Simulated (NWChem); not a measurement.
System: GeH$_{3}$TeBr; SMILES [GeH3][Te]Br

Program: NWChem. All runs use the structure optimised with PBE0/def2-SVP. No frequency run checked for a minimum. def2 effective core potentials on Te; no spin-orbit coupling.

**Question.** Predict the results for PBE/def2-SVP (core potentials). Quantities: highest occupied level (eV); orbital gap (eV); dipole (D).

**Answer.** 
```json
{
 "highest occupied level (eV)": "-5.27",
 "orbital gap (eV)": "1.80",
 "dipole (D)": "1.91"
}
```
